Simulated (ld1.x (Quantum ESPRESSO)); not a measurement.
# Transferability test, ultrasoft potential for titanium

ld1.x (Quantum ESPRESSO) 7.5 input, shortened:

```
&input
   title='Ti', zed=22., rel=1, dft='PBE', iswitch=3,
   config='[Ar] 3d2.5 4s1.5 4p0'
 /
 &inputp
   pseudotype=3, tm=.true., lloc=-1, rcloc=2.10,
   nlcc=.false.,
   which_augfun='PSQ', rmatch_augfun=1.70
 /
6
4S  1  0   1.50   0.00  2.20  2.80  0.0
4S  1  0   0.00   4.20  2.20  2.80  0.0
3P  2  1   6.00   0.00  1.60  2.20  0.0
4P  3  1   0.00   0.00  1.60  2.20  0.0
3D  3  2   2.50   0.00  1.55  1.85  0.0
3D  3  2   0.00   0.80  1.55  1.85  0.0
 &test
   configts(1)='3p6 3d2.5 4s1.5 4p0'
 /
```

Energies are relative to the spin-unpolarised reference configuration 3p6 3d2.5 4s1.5 4p0; without spin polarisation the order of configurations can differ from experiment. Not all tests gave a result: 1 of 7 tests not solved or not reliable. Left out of the table: 3p6 3d0 4s0 4p0 (solver errors, printed error -416 eV).

```csv
valence configuration,charge,ΔE all-electron (eV),error AE − PS (meV)
3p6 3d2 4s2 4p0,0,-0.353,+8.1
3p6 3d2 4s1 4p0,+1,6.994,+6.3
3p6 3d1 4s2 4p0,+1,9.392,+133
3p6 3d3 4s0 4p0,+1,7.042,+15
```

Q: What are ΔE and the potential's error for 3p6 3d2 4s0 4p0?

A: ΔE = 20.566 eV all-electron; the error (AE − PS) is +26 meV.

Q: What are ΔE and the potential's error for 3p6 3d2 4s1 4p1?

A: ΔE = 2.723 eV all-electron; the error (AE − PS) is -20 meV.

Levels in the configuration 3p6 3d3 4s0 4p0:

```csv
level,all-electron (eV),pseudo (eV)
3p,-41.939,-41.956
3d,-8.025,-8.025
```
